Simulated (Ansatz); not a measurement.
Pulling on the O3–H4 bond in FHOSi (SMILES O[Si]F) (multiplicity 1 held, fragments rigid). Energies count from the point at 0.966 Å.
Geometry at that point (charge 0, multiplicity 1):
```xyz
4

Si     0.009     0.006     0.610
F     -0.735     1.026    -0.417
O      0.731    -1.046    -0.426
H      0.639    -0.946    -1.382
```

R- and RO- levels are restricted; in cc, def2 and unpolarised 6-31G sets they are followed outwards from rest. Active spaces are followed from a long bond inwards. Levels need not reach the same state.

Frozen-core correlation.

Programs: Ansatz (Gaussian orbitals). 

Energies in kcal/mol.

```json
[
 {"R (Å)": "0.773", "R-SCS-MP2/cc-pV(T+d)Z": "34.7", "R-CCSD(T)/cc-pV(T+d)Z": "34.6", "CASSCF(4,3)/cc-pV(T+d)Z": "33.9", "FIC-MRCISD+Q on CASSCF(4,3)/cc-pV(T+d)Z": "34.1"},
 {"R (Å)": "0.869", "R-SCS-MP2/cc-pV(T+d)Z": "6.5", "R-CCSD(T)/cc-pV(T+d)Z": "6.4", "CASSCF(4,3)/cc-pV(T+d)Z": "6.1", "FIC-MRCISD+Q on CASSCF(4,3)/cc-pV(T+d)Z": "6.2"},
 {"R (Å)": "0.966", "R-SCS-MP2/cc-pV(T+d)Z": "0.0", "R-CCSD(T)/cc-pV(T+d)Z": "0.0", "CASSCF(4,3)/cc-pV(T+d)Z": "0.0", "FIC-MRCISD+Q on CASSCF(4,3)/cc-pV(T+d)Z": "0.0"},
 {"R (Å)": "1.062", "R-SCS-MP2/cc-pV(T+d)Z": "4.8", "R-CCSD(T)/cc-pV(T+d)Z": "4.8", "CASSCF(4,3)/cc-pV(T+d)Z": "4.9", "FIC-MRCISD+Q on CASSCF(4,3)/cc-pV(T+d)Z": "5.1"},
 {"R (Å)": "1.159", "R-SCS-MP2/cc-pV(T+d)Z": "15.3", "R-CCSD(T)/cc-pV(T+d)Z": "15.2", "CASSCF(4,3)/cc-pV(T+d)Z": "15.2", "FIC-MRCISD+Q on CASSCF(4,3)/cc-pV(T+d)Z": "15.7"},
 {"R (Å)": "1.304", "R-SCS-MP2/cc-pV(T+d)Z": "34.9", "R-CCSD(T)/cc-pV(T+d)Z": "34.6", "CASSCF(4,3)/cc-pV(T+d)Z": "34.0", "FIC-MRCISD+Q on CASSCF(4,3)/cc-pV(T+d)Z": "35.5"},
 {"R (Å)": "1.449", "R-SCS-MP2/cc-pV(T+d)Z": "55.0", "R-CCSD(T)/cc-pV(T+d)Z": "54.1", "CASSCF(4,3)/cc-pV(T+d)Z": "52.4", "FIC-MRCISD+Q on CASSCF(4,3)/cc-pV(T+d)Z": "55.4"},
 {"R (Å)": "1.690", "R-SCS-MP2/cc-pV(T+d)Z": "83.9", "R-CCSD(T)/cc-pV(T+d)Z": "81.0", "CASSCF(4,3)/cc-pV(T+d)Z": "76.9", "FIC-MRCISD+Q on CASSCF(4,3)/cc-pV(T+d)Z": "83.1"},
 {"R (Å)": "1.932", "R-SCS-MP2/cc-pV(T+d)Z": "105.4", "R-CCSD(T)/cc-pV(T+d)Z": "98.9", "CASSCF(4,3)/cc-pV(T+d)Z": "92.3", "FIC-MRCISD+Q on CASSCF(4,3)/cc-pV(T+d)Z": "101.9"},
 {"R (Å)": "2.221", "R-SCS-MP2/cc-pV(T+d)Z": "121.7", "R-CCSD(T)/cc-pV(T+d)Z": "109.6", "CASSCF(4,3)/cc-pV(T+d)Z": "101.5", "FIC-MRCISD+Q on CASSCF(4,3)/cc-pV(T+d)Z": "114.2"},
 {"R (Å)": "2.608", "R-SCS-MP2/cc-pV(T+d)Z": "131.3", "R-CCSD(T)/cc-pV(T+d)Z": "112.3", "CASSCF(4,3)/cc-pV(T+d)Z": "105.9", "FIC-MRCISD+Q on CASSCF(4,3)/cc-pV(T+d)Z": "120.6"},
 {"R (Å)": "3.090", "R-SCS-MP2/cc-pV(T+d)Z": "130.1", "R-CCSD(T)/cc-pV(T+d)Z": "108.7", "CASSCF(4,3)/cc-pV(T+d)Z": "107.2", "FIC-MRCISD+Q on CASSCF(4,3)/cc-pV(T+d)Z": "122.7"}
]
```

Doubts at one or more of the structures used: a restricted determinant that unrestricted orbitals would lower (R-SCS-MP2/cc-pV(T+d)Z, R-CCSD(T)/cc-pV(T+d)Z); other coupled-cluster roots lie near (R-CCSD(T)/cc-pV(T+d)Z); active orbitals that take no part (CASSCF(4,3)/cc-pV(T+d)Z, FIC-MRCISD+Q on CASSCF(4,3)/cc-pV(T+d)Z).

Ansatz is a program for electronic structure.
